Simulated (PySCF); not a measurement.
Computed IR spectrum (relative IR intensity) of a molecule C₄H₇Cl. The structure is a stationary point at TPSSh-D3(BJ)/def2-SVP. Other conformers were not sampled. Method: TPSSh-D3(BJ)/def2-SVP (PySCF). Frequencies are harmonic and unscaled.

```
ν (cm⁻¹)  relative intensity
--------  ------------------
264                      2.2
346                       12
668                       56
800                       23
857                      5.4
905                       33
943                       22
1029                      17
1059                      48
1088                      11
1094                     3.0
1188                     2.3
1271                      94
1391                     6.4
1420                     5.4
1474                      34
1482                     8.4
1496                      19
3028                     100
3110                      66
3113                      58
3124                      25
3153                      21
3180                      17
3225                     9.7
```

Task: Which structure fits?
A. ClC1CCC1
B. C=C(Cl)CC
C. C[C@@H]1C[C@H]1Cl
D. CC/C=C\Cl

Result: C, C[C@@H]1C[C@H]1Cl
